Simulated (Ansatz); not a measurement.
Consider the redistribution: `[OH][SnH2][SeH]` + `CN[Si](F)(F)F` → `C[NH][SnH2][OH]` + `F[Si](F)(F)[SeH]`.

Computed with Ansatz on PBE0-D4/def2-TZVP structures; ΔE is electronic, products minus reactants. CCSD(T)/CBS adds triple-zeta CCSD(T) − MP2 to the extrapolated MP2 energy (def2 sets, frozen cores). Functionals use def2-TZVPP. Elements past krypton have def2 core potentials. For Se, Sn outer-core shells are correlated without core-valence functions, which leaves a few kJ/mol of doubt a bond. Scalar relativity is left out up to krypton. One conformer a species, not always the lowest.

CCSD(T)/CBS gives +106.3 kJ/mol.

Another level gave +104.3 kJ/mol. Which?
A. PBE0/def2-TZVPP
B. PBE-D4/def2-TZVPP
C. SCS-MP2/def2-TZVPP
D. HF/def2-TZVPP

C. SCS-MP2/def2-TZVPP 104.3, PBE0 110.0, PBE-D4 100.0, HF/def2-TZVPP 128.7 kJ/mol.

Largest T1 diagnostic among the species: 0.013.

From PBE to PBE0 (25 % exact exchange), in def2-TZVPP and without D4, ΔE moves by +9.0 kJ/mol. In def2-TZVPP, CCSD(T) changes the Hartree–Fock value by −24.5 kJ/mol (the triples alone add −4.0 kJ/mol) and MP2 by −25.4 kJ/mol.
